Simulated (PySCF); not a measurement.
# Tc³¹⁺ (technetium, charge +31): Hartree-Fock from Schrödinger to Dirac-Coulomb-Breit

Occupied: 1s1/2, 2s1/2, 2p1/2, 2p3/2, 3s1/2. Hartree-Fock calculated with PySCF 2.14 in an uncontracted even-tempered set (20 s from 2.3 bohr⁻², ratio 2.3; 15 p from 2.7 bohr⁻², ratio 2.3), Gaussian nucleus throughout. NR is non-relativistic, sf-X2C the spin-free one-electron X2C Hamiltonian, X2C adds the bare one-electron spin-orbit term, X2C-SNSO screens it by Boettger's factors, DC is four-component Dirac-Coulomb, and the Gaunt and Breit terms are added at first order (total energies over the DC spinors, levels after relaxing the spinors in that mean field). QED terms are absent. Levels marked empty are virtual spinors of this ion; the basis has s and p functions only, so 3d, which can lie below the n = 4 levels, is absent.

| Hamiltonian | E (hartree) | E − E(DC) (hartree) | CPU seconds |
| --- | --- | --- | --- |
| NR | -3470.4799 | 76.4177 | 0.67 |
| sf-X2C | -3545.5739 | 1.3237 | 0.39 |
| X2C | -3546.0925 | 0.8051 | 0.5 |
| X2C-SNSO | -3546.0443 | 0.8533 | 0.5 |
| DC | -3546.8976 | 0.0000 | 24 |
| DC+Gaunt | -3544.3808 | 2.5168 | 43 |
| DC+Breit | -3544.6014 | 2.2962 | 130 |

```json
{"level (eV)": "1s1/2", "NR": "-22304.5", "sf-X2C": "-22850.6", "X2C": "-22849.7", "X2C-SNSO": "-22849.8", "DC": "-22865.4", "DC+Gaunt": "-22824.6", "DC+Breit": "-22827.1"}
{"level (eV)": "2s1/2", "NR": "-4547.2", "sf-X2C": "-4690.4", "X2C": "-4690.1", "X2C-SNSO": "-4690.2", "DC": "-4691.9", "DC+Gaunt": "-4688.1", "DC+Breit": "-4688.3"}
{"level (eV)": "2p1/2", "NR": "-4327.2", "sf-X2C": "-4370.9", "X2C": "-4459.8", "X2C-SNSO": "-4455.4", "DC": "-4456.0", "DC+Gaunt": "-4449.2", "DC+Breit": "-4450.0"}
{"level (eV)": "2p3/2", "NR": "-4327.2", "sf-X2C": "-4370.9", "X2C": "-4329.7", "X2C-SNSO": "-4331.6", "DC": "-4332.8", "DC+Gaunt": "-4328.0", "DC+Breit": "-4328.7"}
{"level (eV)": "3s1/2", "NR": "-1790.8", "sf-X2C": "-1832.5", "X2C": "-1832.4", "X2C-SNSO": "-1832.4", "DC": "-1832.8", "DC+Gaunt": "-1831.9", "DC+Breit": "-1832.0"}
{"level (eV)": "3p1/2 (empty)", "NR": "-1667.9", "sf-X2C": "-1684.1", "X2C": "-1705.0", "X2C-SNSO": "-1704.0", "DC": "-1704.1", "DC+Gaunt": "-1702.5", "DC+Breit": "-1702.8"}
{"level (eV)": "3p3/2 (empty)", "NR": "-1667.9", "sf-X2C": "-1684.1", "X2C": "-1674.3", "X2C-SNSO": "-1674.8", "DC": "-1675.0", "DC+Gaunt": "-1673.9", "DC+Breit": "-1674.1"}
{"level (eV)": "4s1/2 (empty)", "NR": "-925.76", "sf-X2C": "-942.41", "X2C": "-942.40", "X2C-SNSO": "-942.40", "DC": "-942.55", "DC+Gaunt": "-942.19", "DC+Breit": "-942.23"}
```

```csv
interval (eV),X2C,X2C-SNSO,DC,DC+Gaunt,DC+Breit
2p3/2 − 2p1/2,130.1,123.8,123.2,121.3,121.3
3p3/2 − 3p1/2,30.67,29.20,29.09,28.61,28.60
```

Weight of the small component: 1s1/2 0.0247, 2s1/2 0.00530, 2p1/2 0.00522, 2p3/2 0.00506, 3s1/2 0.00192, 3p1/2 0.00185, 3p3/2 0.00182, 4s1/2 0.000948.

Koopmans' value for the highest occupied level at DC+Breit: 1832.0 eV, against an ionisation energy of 1838 ± 3 eV (semi-empirical (NIST evaluation); NIST Atomic Spectra Database, ionization energies); the former lacks relaxation, correlation, QED and recoil.

The whole ladder took 200 s of wall time on 1 thread of Neoverse-N1 (shared host), launched as `OMP_NUM_THREADS=1 python relrun2.py TASK.json OUT` (a driver that calls PySCF for each Hamiltonian).

Dirac-Coulomb iterations, started from the X2C spinors:

```
with_ssss True, with_gaunt False, with_breit False
light speed = 137.03599967994
init E= -3539.76470368626
cycle= 1 E= -3546.89741519161  delta_E= -7.13  |g|= 0.659  |ddm|= 0.0613
cycle= 2 E= -3546.89759300442  delta_E= -0.000178  |g|= 0.0101  |ddm|= 0.00605
cycle= 3 E= -3546.89759340792  delta_E= -4.04e-07  |g|= 0.000507  |ddm|= 0.000428
cycle= 4 E= -3546.89759340899  delta_E= -1.06e-09  |g|= 2.13e-06  |ddm|= 1.77e-05
```
